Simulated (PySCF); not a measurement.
# Radial density of Sb²⁺ (antimony, charge +2)

UHF, [Kr] 4d10 5s2 5p1, 2P determinant. Computed with PySCF 2.14 in x2c-TZVPPall (8s6p4d2f, 60 functions), with the spin-free X2C one-electron Hamiltonian (Gaussian nucleus).

```tsv
r (bohr)	4πr²ρ (e/bohr)	4πr²(ρα − ρβ)
0.0260	62.89	0.0054
0.0437	57.69	0.0150
0.0736	80.86	0.0157
0.124	70.81	-0.0075
0.208	64.42	0.0239
0.350	51.63	0.0042
0.589	21.88	0.0705
0.991	19.29	-0.0217
1.67	4.267	0.3726
2.80	1.020	0.3895
4.71	0.05836	0.0406
7.93	0.0001335	0.0001
```

Densities and radii are taken from the X2C orbitals without a picture-change correction, which distorts them close to the nucleus.

(1) Where is the radial spin density 4πr²(ρα − ρβ) most negative, and why is it negative at all?

## Answers

(1) Around r = 0.991 bohr, down to -0.0217 e/bohr: exchange with the open shell polarises the paired shells in an unrestricted calculation.
